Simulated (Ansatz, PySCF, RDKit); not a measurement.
Dimer: H2S (SMILES S) (first 3 atoms) with GeH4 (SMILES [GeH4]); geometry from B3LYP-D3(BJ)/def2-TZVP, rigid monomers moved along the line of their centres of mass till S1···Ge4 is 3.48 Å.
(charge 0, multiplicity 1):
```
atom    x (Å)    y (Å)    z (Å)
----  -------  -------  -------
S      0.2669   1.8733   0.6899
H     -1.0639   1.8593   0.8654
H      0.2462   0.7260  -0.0072
Ge    -0.1318  -0.4598   3.2398
H     -0.9040   0.8164   3.6004
H      1.3708  -0.1631   3.1663
H     -0.6234  -0.9912   1.8846
H     -0.3913  -1.5292   4.3157
```

Interaction energies are E(AB) − E(A) − E(B) at the monomers' geometry in the complex; basis-set methods are counterpoise corrected. RDKit's UFF carries no charges.

Programs: Ansatz (an electronic-structure program) with Gaussian orbitals; PySCF for the dispersion terms; RDKit for the force fields. Each number belongs to the level named beside it.

**Question.** Estimate the interaction energy that UFF returns for this input.

**Answer.** 0.1 kcal/mol

**Question.** What interaction energy does PBE/def2-TZVPPD give?

**Answer.** 0.8 kcal/mol

**Question.** What is the computed interaction energy (B3LYP-D3(BJ)/def2-TZVPPD)?

**Answer.** -0.4 kcal/mol
